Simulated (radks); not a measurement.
Values are calculated unless marked as measured or tabulated.
Mean orbital radii <r> (bohr) of neutral caesium, [Xe] 6s1, at several levels of relativity; Dirac values are averaged over j with weights 2j + 1. Spin-unpolarised spherical Kohn-Sham, PBE, point nucleus unless stated (finite: rms radius 4.8041 fm), a radial shooting solver on a logarithmic mesh with Libxc functionals. A level marked "c x" has the speed of light scaled by that factor.

2p: non-rel. 0.1010; scalar-rel. 0.09821; Dirac 0.09796; Dirac, c x 2 0.1002; change of magnitude, last against first (%) -0.73
3s: non-rel. 0.3132; scalar-rel. 0.2990; Dirac 0.2987; Dirac, c x 2 0.3097; change of magnitude, last against first (%) -1.13
3p: non-rel. 0.3034; scalar-rel. 0.2970; Dirac 0.2965; Dirac, c x 2 0.3017; change of magnitude, last against first (%) -0.55
3d: non-rel. 0.2740; scalar-rel. 0.2736; Dirac 0.2736; Dirac, c x 2 0.2739; change of magnitude, last against first (%) -0.04
4s: non-rel. 0.7245; scalar-rel. 0.6947; Dirac 0.6947; Dirac, c x 2 0.7173; change of magnitude, last against first (%) -1.00
4p: non-rel. 0.7521; scalar-rel. 0.7394; Dirac 0.7390; Dirac, c x 2 0.7488; change of magnitude, last against first (%) -0.43
4d: non-rel. 0.8314; scalar-rel. 0.8366; Dirac 0.8370; Dirac, c x 2 0.8327; change of magnitude, last against first (%) +0.15
5s: non-rel. 1.815; scalar-rel. 1.741; Dirac 1.742; Dirac, c x 2 1.798; change of magnitude, last against first (%) -0.97
5p: non-rel. 2.105; scalar-rel. 2.087; Dirac 2.087; Dirac, c x 2 2.100; change of magnitude, last against first (%) -0.21
6s: non-rel. 5.900; scalar-rel. 5.689; Dirac 5.690; Dirac, c x 2 5.851; change of magnitude, last against first (%) -0.83
6p (empty): non-rel. 8.023; scalar-rel. 8.098; Dirac 8.092; Dirac, c x 2 8.038; change of magnitude, last against first (%) +0.19
5d (empty): non-rel. 5.370; scalar-rel. 6.222; Dirac 6.224; Dirac, c x 2 5.561; change of magnitude, last against first (%) +3.55
